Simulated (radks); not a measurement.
Ionisation of the lithium ion Li+, [He], to 1s1 as the strength of local exchange is varied. Calculated with a radial shooting solver on a logarithmic mesh with Libxc functionals: non-relativistic Kohn-Sham, Slater X-alpha exchange (alpha = 2/3 is LDA exchange), no correlation, spin-unpolarised, spherical densities, point nucleus.

[
 {"alpha": "0.585", "E(Li+) (hartree)": "-6.83953", "exchange (hartree)": "-1.20294", "IE (eV)": "73.672", "-e of the level emptied (eV)": "55.206 (1s)", "<r> of it (bohr)": "0.5970"},
 {"alpha": "0.617", "E(Li+) (hartree)": "-6.90551", "exchange (hartree)": "-1.27582", "IE (eV)": "74.673", "-e of the level emptied (eV)": "56.186 (1s)", "<r> of it (bohr)": "0.5933"},
 {"alpha": "0.667", "E(Li+) (hartree)": "-7.00935", "exchange (hartree)": "-1.39116", "IE (eV)": "76.250", "-e of the level emptied (eV)": "57.735 (1s)", "<r> of it (bohr)": "0.5877"},
 {"alpha": "0.83", "E(Li+) (hartree)": "-7.35408", "exchange (hartree)": "-1.77960", "IE (eV)": "81.506", "-e of the level emptied (eV)": "62.925 (1s)", "<r> of it (bohr)": "0.5701"},
 {"alpha": "0.964", "E(Li+) (hartree)": "-7.64460", "exchange (hartree)": "-2.11317", "IE (eV)": "85.961", "-e of the level emptied (eV)": "67.355 (1s)", "<r> of it (bohr)": "0.5565"},
 {"alpha": "1.033", "E(Li+) (hartree)": "-7.79671", "exchange (hartree)": "-2.28994", "IE (eV)": "88.302", "-e of the level emptied (eV)": "69.693 (1s)", "<r> of it (bohr)": "0.5498"}
]

NIST Atomic Spectra Database: 75.640 eV (theoretical). The Delta-SCF value meets it near alpha = 0.65. Spin polarisation and multiplet splitting are left out, so open shells lie too high by an amount that depends on their filling.

Beside tabulated values, note that spin-unpolarised runs miss the spin-polarisation part of the exchange energy of open shells.
